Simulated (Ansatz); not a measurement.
System: C₄H₈N (charge 0, doublet). SMILES: NC1[CH]CC1
Geometry from a B3LYP-D3(BJ)/def2-TZVP (Ansatz, a program for electronic structure) optimisation:
```
C
H 1 1.1038
N 1 1.4649 2 112.21
H 3 1.0144 1 110.03 2 72.67
H 3 1.0152 4 106.80 1 119.73
C 1 1.4978 2 112.14 3 132.61
H 6 1.0822 1 132.28 2 -73.79
C 6 1.4961 7 133.24 1 179.75
H 8 1.0951 6 116.22 7 -56.43
H 8 1.0965 9 106.99 6 -130.26
C 8 1.5590 9 115.70 10 -128.87
H 11 1.0882 8 113.26 9 -10.59
H 11 1.0893 12 109.76 1 129.51
```
Charge 0, spin multiplicity 2.

Wanted: atomisation energy, in kcal/mol. Terms: atomisation electronic, to ground-state atoms; dispersion terms only where a functional's name holds one; spin-orbit terms left out; frozen cores in correlated levels; non-relativistic; UHF or UKS for open shells. CBS(X,Y): correlation extrapolated as X^-3; Hartree-Fock from the larger set. The bracket is a focal-point correction in the basis named. Ab initio and DFT rows: single points at B3LYP-D3(BJ) geometries (Ansatz).

| species | coefficient | E at HF/3-21G (Ansatz), Eh | E at wB97X-V/def2-TZVPD (Ansatz), Eh |
|---|---|---|---|
| NC1[CH]CC1 | -1 | -209.30943 | -211.91118 |
| C atom | +4 | -37.48107 | -37.84665 |
| H atom | +8 | -0.49620 | -0.50049 |
| N atom | +1 | -54.10539 | -54.58636 |

Coupled cluster (Ansatz) is a level with limits of its own, used here on species with T1 under 0.025 (0.045 for open shells) and stable references: RI-MP2/CBS(cc-pVTZ,cc-pVQZ)+[CCSD(T)-MP2]/cc-pVTZ. Value to compare with, RI-MP2/CBS(cc-pVTZ,cc-pVQZ)+[CCSD(T)-MP2]/cc-pVTZ (Ansatz): 1207.8 kcal/mol. 1 Eh = 627.5095 kcal/mol.

Q: Compute it at each level from the table, and compare with RI-MP2/CBS(cc-pVTZ,cc-pVQZ)+[CCSD(T)-MP2]/cc-pVTZ (Ansatz).

A: 
- HF/3-21G: the sum of coefficient times E is 1.31016 Eh, or 822.14 kcal/mol. Result: 822.1 kcal/mol. Its difference against RI-MP2/CBS(cc-pVTZ,cc-pVQZ)+[CCSD(T)-MP2]/cc-pVTZ (Ansatz) is -385.7 kcal/mol.
- wB97X-V/def2-TZVPD: the sum of coefficient times E is 1.93430 Eh, or 1213.79 kcal/mol. Result: 1213.8 kcal/mol. Its difference against RI-MP2/CBS(cc-pVTZ,cc-pVQZ)+[CCSD(T)-MP2]/cc-pVTZ (Ansatz) is 6.0 kcal/mol.
